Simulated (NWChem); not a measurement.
Species: CH₅BClN; SMILES CB(N)Cl

```xyz
9

B     -0.0685    -0.4090     0.0010
Cl     0.1193     1.3875    -0.0017
C      1.2172    -1.3157     0.0003
H      1.8224    -1.1258    -0.8953
H      0.9870    -2.3875     0.0314
H      1.8591    -1.0811     0.8586
N     -1.3723    -0.9048     0.0004
H     -1.5729    -1.8954     0.0019
H     -2.1921    -0.3133    -0.0019
```
Atoms are numbered in this order, from 1.

Computed with NWChem. Pople sets run with spherical d functions. Geometry: optimised at B3LYP/6-31G* (spherical d). GIAO values for the isolated, static molecule; σ is the absolute isotropic shielding, δ = σ(reference) − σ with the isolated reference molecule computed at the same levels (11B: boron trifluoride, 13C: tetramethylsilane, 1H: tetramethylsilane, 15N: ammonia).

For level B3LYP/6-31G*:

```yaml
"δ B1 (ppm)": 28.0
"σ Cl2 (ppm)": 868.5
"δ N7 (ppm)": 86.6
"δ H8 (ppm)": 3.22
"δ H9 (ppm)": 3.13
```

Question: What are these values for level LDA (Slater exchange, VWN5)/pcSseg-1?

Answer: 
| Property | Value |
|---|---|
| δ B1 (ppm) | 30.5 |
| σ Cl2 (ppm) | 798.1 |
| δ N7 (ppm) | 122.5 |
| δ H8 (ppm) | 3.89 |
| δ H9 (ppm) | 3.83 |
